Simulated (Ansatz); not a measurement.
Basis-set extrapolation for `CBC[SiH2]F` (PBE0-D4/def2-TZVP geometry, frozen core, Ansatz). Multiplicity 1, RHF reference.

|  | def2-TZVPP | def2-QZVPP |
| --- | --- | --- |
| HF | -493.623651 | -493.642838 |
| MP2 correlation | -0.826572 | -0.888943 |
| CCSD(T) correlation | -0.908562 | not run |

Energies in hartree. Use E(X) = E(∞) + A·exp(−7.88·√X) for Hartree–Fock and E(X) = E(∞) + B·X^(−2.97) for correlation, with X = 3 and 4, and add CCSD(T) minus MP2 of the smaller set to the MP2 limit.

Q: What is the CCSD(T) energy at the basis-set limit?

A: HF limit: -493.642838 + (-0.019187) × 0.13774 = -493.64548. MP2 limit: -0.888943 + (-0.062371) × 0.74074 = -0.93514. Higher-order term: -0.908562 − (-0.826572) = -0.08199. Total: -494.66261 hartree, 3.55 eV below CCSD(T)/def2-TZVPP.
